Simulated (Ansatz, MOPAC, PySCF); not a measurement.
Donor–acceptor adduct: BH3 (SMILES B) (first 4 atoms) with CHN (SMILES C#N); geometry from B3LYP-D3(BJ)/def2-TZVP, rigid monomers moved along the line of their centres of mass till B1···N6 is 1.39 Å.
(charge 0, multiplicity 1):
```xyz
7

B     -0.0969     0.0482     0.7696
H      0.6659     0.9271     0.4507
H      0.2039    -1.0311     0.3220
H     -1.2557     0.3333     0.5912
C      0.1558    -0.1762     3.2759
N      0.0418    -0.0749     2.1452
H      0.2622    -0.2707     4.3319
```

Monomers are frozen at their geometry in the pair; levels with a basis set take the counterpoise correction. Rows marked so take none.

Rows in 6-311+G**, STO-3G carry no dispersion term and start afresh at each structure. The state that PM7 reach isn't checked; PM7 holds dispersion and hydrogen-bond terms.

Programs: Ansatz (a quantum-chemistry and plane-wave program) with Gaussian orbitals; MOPAC for PM7 (differences of heats of formation); PySCF for 6-311+G** rows, STO-3G rows, the dispersion terms. 

### Question
One of these levels gives -22.36 kcal/mol for the interaction energy. Which?
A) B3LYP/6-311+G** (no counterpoise)
B) HF/STO-3G (no counterpoise)
C) PM7
D) PBE-D3(BJ)/def2-TZVPPD

### Answer
B, HF/STO-3G (no counterpoise). The others give -45.03 (PM7), -37.46 (PBE-D3(BJ)/def2-TZVPPD), -26.11 (B3LYP/6-311+G** (no counterpoise))
